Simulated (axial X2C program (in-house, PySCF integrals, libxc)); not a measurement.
**Spin–orbit effects down a group: molecules with Sb (ions), PBE0**

Calculated with an in-house relativistic program for diatomic molecules, spin-free (one-electron X2C) or two-component (2c: spin–orbit coupling with atomic mean-field Coulomb and Gaunt terms, which also bring small scalar terms), in Dyall basis sets with cores contracted in-house; open shells are unrestricted.

Basis sets: O dyall-av3z, S dyall-av3z, Sb dyall-acv3z, Se dyall-acv3z, Te dyall-acv3z.

```json
{"molecule": "SbO⁻", "spin-free state": "M_S = 1, Λ = 0", "Re (Å)": "1.865", "ωe (cm⁻¹)": "756.6", "De (eV)": "4.30", "2c state": "Ω = 1", "Re 2c (Å)": "1.866", "ωe 2c (cm⁻¹)": "753.9", "De 2c (eV)": "4.25"}
{"molecule": "SbS⁻", "spin-free state": "M_S = 1, Λ = 0", "Re (Å)": "2.305", "ωe (cm⁻¹)": "423.3", "De (eV)": "3.38", "2c state": "Ω = 1", "Re 2c (Å)": "2.307", "ωe 2c (cm⁻¹)": "421.4", "De 2c (eV)": "3.32"}
{"molecule": "SbSe⁻", "spin-free state": "M_S = 1, Λ = 0", "Re (Å)": "2.435", "ωe (cm⁻¹)": "283.7", "De (eV)": "3.10", "2c state": "Ω = 1", "Re 2c (Å)": "2.438", "ωe 2c (cm⁻¹)": "281.7", "De 2c (eV)": "3.01"}
{"molecule": "SbTe⁻", "spin-free state": "M_S = 1, Λ = 0", "Re (Å)": "2.639", "ωe (cm⁻¹)": "224.3", "De (eV)": "2.74", "2c state": "Ω = 1", "Re 2c (Å)": "2.645", "ωe 2c (cm⁻¹)": "220.5", "De 2c (eV)": "2.55"}
```

Task: Work out the shifts from the spin-free to the two-component result.

Result: 

```json
{"molecule": "SbO⁻", "2c state": "Ω = 1", "ΔRe (Å)": "0.001", "Δωe (cm⁻¹)": "-2.7", "ΔDe (eV)": "-0.05"}
{"molecule": "SbS⁻", "2c state": "Ω = 1", "ΔRe (Å)": "0.002", "Δωe (cm⁻¹)": "-1.9", "ΔDe (eV)": "-0.06"}
{"molecule": "SbSe⁻", "2c state": "Ω = 1", "ΔRe (Å)": "0.003", "Δωe (cm⁻¹)": "-2.0", "ΔDe (eV)": "-0.09"}
{"molecule": "SbTe⁻", "2c state": "Ω = 1", "ΔRe (Å)": "0.006", "Δωe (cm⁻¹)": "-3.8", "ΔDe (eV)": "-0.19"}
```

Shifts of one unit in the last digit are rounding.

Fragments in 2c: Sb + O-, Sb + S-, Sb + Se-, Te- + Sb. Each entry is the lowest single determinant of a limited PBE0 search at one distance. De goes to single-determinant-based atoms at the same level (for ions the charge split of lowest energy) and is withheld (n/a) where an atom does not fit its ground term or J level. Main or longest-lived isotopes. One determinant is a doubtful description, or other states lie close, for SbO⁻, SbS⁻, SbSe⁻, SbTe⁻; these need not be ground states, and all values refer to the states named. Some open-shell Ω = 0 determinants are out of reach, so the Ω given for SbO⁻, SbS⁻, SbSe⁻, SbTe⁻ need not be the lowest component. With several unpaired electrons the Ω given is that of one determinant, not necessarily of the lowest component. Some light 2c atoms are not at their ground J level, so De misses part of their lowering (0.04 eV or less). The functionals have no current term, which raises determinants with orbital currents.
